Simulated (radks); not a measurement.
Species: neutral lanthanum. Configuration: [Xe] 5d1 6s2. All-electron calculation, scalar-relativistic Kohn-Sham, PBE, spin-polarised, spherical densities, point nucleus; open shells are filled with parallel spins first (spin-orbit coupling, left out, can overturn this in heavy ions); hard spherical wall at 2.5 bohr. Program: a radial shooting solver on a logarithmic mesh with Libxc functionals.

Local quantities along the radius. ELF = 1/(1 + alpha^2) is the electron localisation function; alpha = (tau - tau_W)/tau_unif compares the Pauli kinetic energy density with that of the uniform gas (summed over spins). tau is taken from the large components.

r (bohr)	ELF	alpha
0.001137	0.999	0.02379
0.001457	0.999	0.02425
0.001881	0.999	0.02531
0.002411	0.999	0.02709
0.003114	0.999	0.03005
0.003991	0.999	0.03452
0.005155	0.998	0.04183
0.006606	0.997	0.05337
0.008534	0.995	0.07383
0.01102	0.988	0.1118
0.01413	0.967	0.1846
0.01825	0.894	0.3442
0.02338	0.691	0.6684
0.03021	0.409	1.201
0.03871	0.324	1.445
0.05	0.478	1.046
0.06407	0.693	0.6660
0.08277	0.742	0.5895
0.1069	0.549	0.9056
0.137	0.330	1.424
0.177	0.488	1.025
0.2268	0.735	0.6004
0.293	0.692	0.6679
0.3754	0.262	1.677
0.4849	0.364	1.321
0.6214	0.731	0.6067
0.8028	0.575	0.8604
1.037	0.350	1.364
1.329	0.396	1.235
1.717	0.486	1.029
2.2	0.772	0.5430

On this mesh the ELF has minima near r = 0.039, 0.14, 0.43, 1.0, 1.5 bohr, which separate the shells, and maxima near 0.0010 (1.00), 0.073 (0.74), 0.26 (0.76), 0.62 (0.73), 1.3 (0.40).

Self-consistent cycle (total energy in hartree, residual of the potential): 1: -8480.930527, 3e+00; 2: -8481.074057, 2e+00; 3: -8481.224086, 5e-02; 4: -8481.223966, 9e-03; 5: -8481.224032, 4e-04; 6: -8481.224011, 2e-04; 7: -8481.224012, 1e-04; 8: -8481.224009, 3e-06; 9: -8481.224009, 2e-06; 10: -8481.224009, 8e-07; 11: -8481.224009, 8e-09.
